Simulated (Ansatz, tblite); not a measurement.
Adding an electron: the cluster Au₂Cl₂⁺. The state is a doublet with charge 1. Geometry: PBE0-D4/def2-SVP. Ansatz, gas phase; energy differences of separate SCF runs; the reduced species is a singlet (the triplet lies 1.68 eV higher at PBE0-D4/def2-TZVP).

```tsv
atom	x (Å)	y (Å)	z (Å)
Au1	-2.533	-1.305	0.141
Au2	0.855	0.429	-0.086
Cl3	-0.896	-0.109	1.339
Cl4	2.573	0.984	-1.394
```

In the def2 sets Au takes a core potential; there is no spin–orbit coupling. The xTB rows come from tblite. The structure comes from a short search, and lower isomers may exist.

```
           level  −HOMO (eV)  −LUMO (eV)  vertical EA (eV)  HOMO–LUMO gap (eV)                         remarks
        GFN1-xTB           –           –             14.20                   –                               –
        GFN2-xTB           –           –             13.53                   –                               –
PBE-D4/def2-TZVP       11.96       11.80              8.97                0.16  restricted, untested (singlet)
```

Q: Estimate the rows for r2SCAN-D4/def2-TZVP, PBE0-D4/def2-TZVP.

A: 
```json
{"level": "r2SCAN-D4/def2-TZVP", "−HOMO (eV)": "12.21", "−LUMO (eV)": "11.77", "vertical EA (eV)": "9.02", "HOMO–LUMO gap (eV)": "0.44"}
{"level": "PBE0-D4/def2-TZVP", "−HOMO (eV)": "13.31", "−LUMO (eV)": "11.04", "vertical EA (eV)": "9.02", "HOMO–LUMO gap (eV)": "2.27"}
```

  HOMO and LUMO are the levels of the spin that leaves or enters (xTB has no such levels and no spin-polarisation term). Other spin states of the ions may lie lower, which would lower the ionisation energy or raise the affinity. Raw xTB energy differences between charge states are shifted by several eV; the methods need an empirical correction for them.
